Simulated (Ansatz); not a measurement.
SnH₆Se, closed shell: a trajectory.

Input (in.yaml):

```yaml
crystal:
  periodic: [false, false, false]
  atoms:
    - {symbol: Sn, position_ang: [-0.926966, 0.155277, -0.249259]}
    - {symbol: H, position_ang: [0.176545, -1.474541, 0.021672]}
    - {symbol: H, position_ang: [-0.557545, 1.558970, -1.141393]}
    - {symbol: H, position_ang: [-1.739837, 0.323330, 1.228657]}
    - {symbol: H, position_ang: [-1.813309, -0.862895, -1.324958]}
    - {symbol: H, position_ang: [0.836788, -0.941828, 0.485717]}
    - {symbol: Se, position_ang: [1.674880, 0.568091, 1.140518]}
    - {symbol: H, position_ang: [2.349344, 0.673495, -0.161054]}
basis:
  gaussian: {orbitals: cc-pVDZ}
hamiltonian: {xc: hf}
md: {n_steps: 80, timestep: 0.25, temperature: 300, ensemble: nve, seed: 928, initial_velocities: maxwell_boltzmann}
```

Run by:

```bash
ansatz run in.yaml --threads 4 --pin off --events-out ev --progress --plain --max-ram 9574MiB
```

The run's output (Ansatz 0.2.0):

```
Functional definition: HF
  name "HF"
  cite "Fock, Z. Phys. 61, 126 (1930) doi:10.1007/BF01340294"
  parent pbe
  exchange = exact_x
  correlation = 0
Error: . the basis set cc-pVDZ has no functions for Sn
```

The run took about 0.05 s on 4 CPU threads of an AMD EPYC 7R43 (shared host).


The program refused the input.